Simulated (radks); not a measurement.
Species: Tl. Configuration: [Hg] 6p1. Method: Dirac Kohn-Sham, PBEsol, spin-unpolarised, spherical densities, finite nucleus; open shells fill j = l - 1/2 first; Fermi nuclear charge, rms radius 5.4759 fm; computed with a radial shooting solver on a logarithmic mesh with Libxc functionals.

Unscreened Slater integrals over Kohn-Sham orbitals (eV). Large and small components are both included. Empty in this configuration: 6p3/2.

F0(6p1/2,6p1/2): 7.2282
F0(6p1/2,6s1/2): 8.2437
G1(6p1/2,6s1/2): 5.0732
F0(6p1/2,5d5/2): 9.1918
G3(6p1/2,5d5/2): 1.0854
F0(6p1/2,5d3/2): 9.2341
G1(6p1/2,5d3/2): 1.2771
F0(6p1/2,6p3/2): 6.5792
G2(6p1/2,6p3/2): 3.2518
F0(6s1/2,6s1/2): 9.8761
F0(6s1/2,5d5/2): 11.813
G2(6s1/2,5d5/2): 2.6953
F0(6s1/2,5d3/2): 11.905
G2(6s1/2,5d3/2): 2.4440
F0(6s1/2,6p3/2): 7.3042
G1(6s1/2,6p3/2): 3.7327
F0(5d5/2,5d5/2): 17.401
F2(5d5/2,5d5/2): 8.9418
F4(5d5/2,5d5/2): 5.9087
F0(5d5/2,5d3/2): 17.753
F2(5d5/2,5d3/2): 9.1274
G2(5d5/2,5d3/2): 9.1121
G4(5d5/2,5d3/2): 6.0290
F0(5d5/2,6p3/2): 7.9006
F2(5d5/2,6p3/2): 1.9897
G1(5d5/2,6p3/2): 0.80947
G3(5d5/2,6p3/2): 0.63373
F0(5d3/2,5d3/2): 18.128
F2(5d3/2,5d3/2): 9.3452
F0(5d3/2,6p3/2): 7.9272
F2(5d3/2,6p3/2): 1.8975
G1(5d3/2,6p3/2): 0.68787
G3(5d3/2,6p3/2): 0.55803
F0(6p3/2,6p3/2): 6.0834
F2(6p3/2,6p3/2): 3.0985
